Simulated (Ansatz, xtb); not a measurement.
## C6H3NOSe: which of two isomers lies lower

Structure a: `N#Cc1ccc(C=O)[se]1`, a singlet. Structure b: `N#Cc1cc[se]c1C=O`, a singlet. Both are isolated molecules in the gas phase, relaxed with r2SCAN-D4/def2-SVP, each in the lowest conformer that the search found.

a (Å):

```xyz
12

C     0.1866    2.4299   -1.6167
C     0.5052    1.0821   -1.3417
C     1.5465    0.6249   -0.5419
C     1.6264   -0.7815   -0.4462
C     0.6590   -1.4684   -1.1613
C     0.4657   -2.9104   -1.2714
N    -0.0874    3.5404   -1.8518
O    -0.4163   -3.4272   -1.9262
Se   -0.5026   -0.3217   -2.0694
H     2.2319    1.3117   -0.0404
H     2.3877   -1.3004    0.1431
H     1.2102   -3.5184   -0.6926
```

b (Å):

```yaml
atoms:
  - { symbol: C, position_ang: [-0.9308, 0.4509, -0.7941] }
  - { symbol: C, position_ang: [0.4430, 0.1006, -0.9366] }
  - { symbol: C, position_ang: [1.5074, 1.0419, -0.7770] }
  - { symbol: C, position_ang: [2.7580, 0.5030, -0.9558] }
  - { symbol: C, position_ang: [0.8586, -1.1967, -1.2452] }
  - { symbol: C, position_ang: [0.0461, -2.3875, -1.4723] }
  - { symbol: N, position_ang: [-2.0526, 0.7467, -0.6755] }
  - { symbol: O, position_ang: [0.5174, -3.4753, -1.7369] }
  - { symbol: Se, position_ang: [2.7143, -1.3071, -1.3570] }
  - { symbol: H, position_ang: [1.3316, 2.0922, -0.5347] }
  - { symbol: H, position_ang: [3.7078, 1.0348, -0.8819] }
  - { symbol: H, position_ang: [-1.0580, -2.2208, -1.3831] }
```

Quicker runs give these differences E(b) − E(a): GFN2-xTB −0.07 kcal/mol; HF/STO-3G −0.45 kcal/mol (at GFN2-xTB geometries); r2SCAN-D4/def2-SVP//GFN2-xTB +0.78 kcal/mol.

Question: Estimate E(b) − E(a) at the level CCSD(T)/def2-SVP + ΔMP2/def2-TZVPP.

Answer: CCSD(T)/def2-SVP + ΔMP2/def2-TZVPP gives E(b) − E(a) = −0.07 kcal/mol, slightly favouring structure b, which is too small a margin to settle the true order.

Level by level:

```tsv
level	geometry	E(b) − E(a) (kcal/mol)	departure from the last row (kcal/mol)	job, with rough time for the two
GFN2-xTB	GFN2-xTB	−0.07	0.00	optimisation, 0.2 s
HF/STO-3G	GFN2-xTB	−0.45	−0.38	single point, 1.2 s
r2SCAN-D4/def2-SVP//GFN2-xTB	GFN2-xTB	+0.78	+0.84	single point, 9.6 s
r2SCAN-D4/def2-SVP	r2SCAN-D4/def2-SVP	+0.83	+0.90	optimisation, 82 s
HF/def2-SVP	r2SCAN-D4/def2-SVP	+0.08	+0.15	part of the CCSD(T) run
MP2/def2-SVP	r2SCAN-D4/def2-SVP	+0.01	+0.07	part of the CCSD(T) run
CCSD(T)/def2-SVP	r2SCAN-D4/def2-SVP	+0.02	+0.08	single point
CCSD(T)/def2-SVP + ΔMP2/def2-TZVPP	r2SCAN-D4/def2-SVP	−0.07		single point, 5.2 min
```

As drawn, both hold the same kinds of bond in the same numbers.

The largest departure from CCSD(T)/def2-SVP + ΔMP2/def2-TZVPP is that of r2SCAN-D4/def2-SVP, 0.90 kcal/mol. The last row adds to CCSD(T) the change of the MP2 difference between the two basis sets, here −0.08 kcal/mol.

With thermal terms from frequencies at re-optimised GFN2-xTB minima (ideal gas, soft modes damped towards free rotors, one conformer each, 298.15 K, 1 atm): on the last row, ΔE + ΔZPE = −0.07, ΔH = −0.11, ΔG = −0.08 kcal/mol.

The correlated steps freeze 17 core orbitals; the filled d shell of Se is correlated, in a basis made for valence electrons. Codes used: Ansatz 0.2.0, xtb 6.7.1; the last row on 2 threads of Arm Neoverse V2 on a shared host.
